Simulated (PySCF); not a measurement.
## Al⁺ (aluminium, charge +1) across methods

[Ne] 3s2, closed-shell 1S. All numbers are calculated (PySCF 2.14, scalar relativity by spin-free X2C-1e, in x2c-TZVPPall). The B2PLYP total includes its PT2 part (frozen core); its orbital energies are those of the SCF part.

```
method  E (hartree)  mean ε 2s (eV)  mean ε 2p (eV)  mean ε 3s (eV)  Σ⟨r²⟩ (bohr²)   ⟨S²⟩
   PBE    -242.4466         -116.47         -77.973         -14.810          16.83  0.000
PBEsol    -241.9570         -116.11         -77.832         -14.770          16.84  0.000
  PW91    -242.5632         -116.57         -78.162         -14.871          16.82  0.000
B2PLYP    -242.4713         -130.38         -87.697         -16.547          16.97  0.000
  BLYP    -242.6022         -116.30         -78.005         -14.732          16.78  0.000
   LDA    -241.5232         -115.82         -78.075         -14.920          16.74  0.000
  PBE0    -242.4656         -123.25         -82.701         -15.760          16.87  0.000
   UHF   -242.10475         -142.45         -95.796         -17.777          17.29  0.000
r2SCAN    -242.5435         -120.00         -79.720         -14.942          16.96  0.000
```
